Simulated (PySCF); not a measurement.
Question: What does the PBE0-D3(BJ)/def2-SVP structure of 1,4-cyclohexanedione (`C1(CCC(=O)CC1)=O`) look like in three dimensions?

Answer: 
```
atom  x, y, z in Å
O1    -0.4836    2.6301   -0.3639
C2    -0.2750    1.4518   -0.2221
C3     1.0570    0.9177    0.2700
C4     1.3462   -0.4990   -0.2140
C5     0.2480   -1.4820    0.1452
O6     0.4601   -2.6579    0.3011
C7    -1.1356   -0.8773    0.2948
C8    -1.3223    0.3959   -0.5228
H9     1.8416    1.6330   -0.0134
H10    1.0115    0.9355    1.3746
H11    1.4267   -0.5100   -1.3167
H12    2.2996   -0.8923    0.1652
H13   -1.8778   -1.6510    0.0533
H14   -1.2640   -0.6557    1.3703
H15   -2.3155    0.8466   -0.3886
H16   -1.2333    0.1666   -1.6007
```

Orientation and origin are arbitrary. Atoms count from 1 in this order. Of the pairs four or more bonds apart, C8···H11 is among the closest relative to their van der Waals radii: 3.00 Å, 103 % of the sum of Bondi's values. The 6-membered ring C2–C3–C4–C5–C7–C8 has internal angles of 112.9° to 115.2° (sum 682°, against 720° for a flat polygon); it is puckered, 0.27 Å rms from its mean plane, widest ring torsion 55°.

Bonds between heavy atoms (Å): O1=C2 1.205, C2–C3 1.517, C3–C4 1.525, C4–C5 1.517, C5=O6 1.205, C5–C7 1.517, C7–C8 1.525, C2–C8 1.517.

The calculation used PySCF, PBE0-D3(BJ)/def2-SVP geometry optimisation, gas phase.

Point group: D2 (every atom within 0.08 Å of its image). PBE0-D3(BJ)/def2-SVP frequencies: not computed here. The numbers are those of one conformer (O1–C2–C3–C4 -153°, C2–C3–C4–C5 -55°, C3–C4–C5–O6 -153°, C4–C5–C7–C8 26°).

The run took 40 s on Arm Neoverse V1, one thread, no GPU, shared host. That covers the optimisation of the geometry.
